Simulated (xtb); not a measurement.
Input for xtb: GFN2-xTB on C2H8OSe (a complex), monomers drawn apart or pushed together.

```
$ xtb mol.xyz --gfn 2 --sp --chrg 0 --uhf 0
12

C      1.83532536     0.80634668     0.80194210
O      0.43781968     0.76896645     0.52308322
Se    -0.24134642    -0.88502539     0.22623493
H      2.09295559     0.17888515     1.65841008
H      2.06492450     1.84779556     1.03215612
H      2.42249826     0.48972677    -0.06533730
H      0.16878994    -0.97806809    -1.19631955
C     -0.06756284     0.04917297     4.35350314
H      0.18723282    -0.93073361     3.95060892
H     -0.93235117    -0.04394860     5.00908707
H      0.77734236     0.43656234     4.92196982
H     -0.29950575     0.72937746     3.53566872
```

The head of its log:

```
[...]
           -------------------------------------------------
          |                Calculation Setup                |
           -------------------------------------------------



molecular fragmentation (1/2 indicates fragments):
111111122222
# atoms in fragment 1/2:     7     5
 fragment masses (1/2) :      111.00       16.04
CMA distance (Bohr)    :   7.654
constraining FC (au)   :  0.0500

           -------------------------------------------------
          |                 G F N 2 - x T B                 |
           -------------------------------------------------

        Reference                      10.1021/acs.jctc.8b01176
      * Hamiltonian:
        H0-scaling (s, p, d)           1.850000    2.230000    2.230000
        zeta-weighting                 0.500000
      * Dispersion:
        s8                             2.700000
        a1                             0.520000
        a2                             5.000000
        s9                             5.000000
      * Repulsion:
        kExp                           1.500000    1.000000
        rExp                           1.000000
      * Coulomb:
        alpha                          2.000000
        third order                    shell-resolved
        anisotropic                    true
        a3                             3.000000
        a5                             4.000000
        cn-shift                       1.200000
        cn-exp                         4.000000
        max-rad                        5.000000


          ...................................................
          :                      SETUP                      :
          :.................................................:
          :  # basis functions                  30          :
          :  # atomic orbitals                  29          :
          :  # shells                           17          :
          :  # electrons                        28          :
          :  max. iterations                   250          :
          :  Hamiltonian                  GFN2-xTB          :
          :  restarted?                      false          :
          :  GBSA solvation                  false          :
          :  PC potential                    false          :
          :  electronic temp.          300.0000000     K    :
          :  accuracy                    1.0000000          :
          :  -> integral cutoff          0.2500000E+02      :
          :  -> integral neglect         0.1000000E-07      :
          :  -> SCF convergence          0.1000000E-05 Eh   :
          :  -> wf. convergence          0.1000000E-03 e    :
          :  Broyden damping             0.4000000          :
          :  net charge                          0          :
          :  unpaired electrons                  0          :
          ...................................................

 iter      E             dE          RMSdq      gap      omega  full diag
   1    -15.6778158 -0.156778E+02  0.511E+00    3.81       0.0  T
   2    -15.7005599 -0.227441E-01  0.277E+00    3.69       1.0  T
```

### Question
What total energy does the run end on?

### Answer
-15.5707 hartree.
